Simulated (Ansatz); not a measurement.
Two isomers of C3H6Si: A = `C=C1C[SiH2]1`, B = `[SiH3]C1=CC1`.

Gas-phase electronic energies from Ansatz, PBE0-D4/def2-TZVP geometries. CCSD(T)/CBS adds triple-zeta CCSD(T) − MP2 to the extrapolated MP2 energy (def2 sets, frozen cores). Functionals use def2-TZVPP.

(1) Which isomer does CCSD(T)/CBS put lower? Give the gap. (Estimate.)

(2) Give E(B) − E(A) in kcal/mol with MP2/def2-TZVPP, ωB97M-V, BLYP-D4, PBE-D4, r2SCAN-D4, HF/def2-TZVPP, CCSD(T)/def2-TZVPP. (An estimate is asked.)

(3) Does the order hold for the free energy at 298.15 K (harmonic terms from PBE0-D4)? (Estimate.)

Largest T1 diagnostic: 0.012.

## Answers

(1) Computed: A, by 10.0 kcal/mol.

(2) Computed: MP2/def2-TZVPP 8.8, ωB97M-V 10.2, BLYP-D4 11.2, PBE-D4 12.0, r2SCAN-D4 11.6, HF/def2-TZVPP 6.0, CCSD(T)/def2-TZVPP 9.8. None reverses the order clearly.

(3) Computed: Yes: G(B) − G(A) = +8.2 kcal/mol.

From BLYP to BHLYP (50 % exact exchange), in def2-TZVPP and without D4, E(B) − E(A) moves by −1.5 kcal/mol. In def2-TZVPP, CCSD(T) changes the Hartree–Fock value by +3.9 kcal/mol (the triples alone add +0.6 kcal/mol) and MP2 by +2.8 kcal/mol.
